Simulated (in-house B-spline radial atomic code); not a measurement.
Inner levels of erbium as electrons are removed. A shift is the extra binding of the orbital against the neutral atom ([Xe] 4f12 6s2). The density at the nucleus is averaged over the nuclear charge. Computed with a B-spline radial code for spherical atoms: Dirac-Hartree-Fock, average of the configuration, finite nuclei.

```csv
ion,configuration,shift of 2s1/2 (eV),shift of 2p3/2 (eV),shift of 2p1/2 (eV),radius of 2s1/2 (bohr),radius of 2p3/2 (bohr),radius of 2p1/2 (bohr),Σ<r²> (bohr²),change of density at nucleus (bohr⁻³)
Er44+,[Ar] 3d6,2371.11,2377.95,2386.7,0.085384,0.078253,0.071141,0.73389,-2810.46
Er45+,[Ar] 3d5,2518,2525.46,2535.36,0.085315,0.078169,0.071078,0.68279,-2385.68
Er46+,[Ar] 3d4,2666.94,2675.07,2686.17,0.085244,0.078082,0.071012,0.63335,-1951.33
Er47+,[Ar] 3d3,2817.92,2826.76,2839.12,0.085171,0.077993,0.070944,0.58551,-1507.4
Er48+,[Ar] 3d2,2970.93,2980.53,2994.21,0.085096,0.077901,0.070874,0.53919,-1053.86
Er49+,[Ar] 3d1,3125.96,3136.37,3151.42,0.085018,0.077806,0.070802,0.49434,-590.68
Er50+,[Ne] 3s2 3p6,3282.99,3294.28,3310.76,0.084937,0.077709,0.070728,0.4509,-117.84
Er51+,[Ne] 3s2 3p5,3429.93,3442.43,3461.18,0.084848,0.077697,0.070717,0.39876,216.88
Er52+,[Ne] 3s2 3p4,3578.25,3592.01,3613.08,0.084757,0.077604,0.070641,0.34771,554.55
Er53+,[Ne] 3s2 3p3,3727.94,3743.01,3766.46,0.084665,0.077509,0.070563,0.29773,895.12
Er54+,[Ne] 3s2 3p2,3879.01,3895.43,3921.31,0.084571,0.077413,0.070483,0.2488,1238.51
Er55+,[Ne] 3s2 3p1,4031.45,4049.27,4077.63,0.084476,0.077315,0.070403,0.20088,1584.65
Er56+,[Ne] 3s2,4185.25,4204.52,4235.43,0.084379,0.077216,0.07032,0.15396,1933.47
Er57+,[Ne] 3s1,4330.8,4356.55,4389.79,0.084377,0.077126,0.070246,0.10601,-10474.3
Er58+,[He] 2s2 2p6,4477.42,4509.75,4545.39,0.08432,0.077035,0.07017,0.058888,-23149.5
Er59+,[He] 2s2 2p5,4751.7,4820,4867.25,0.083922,0.076502,0.069713,0.051423,-22379.1
```
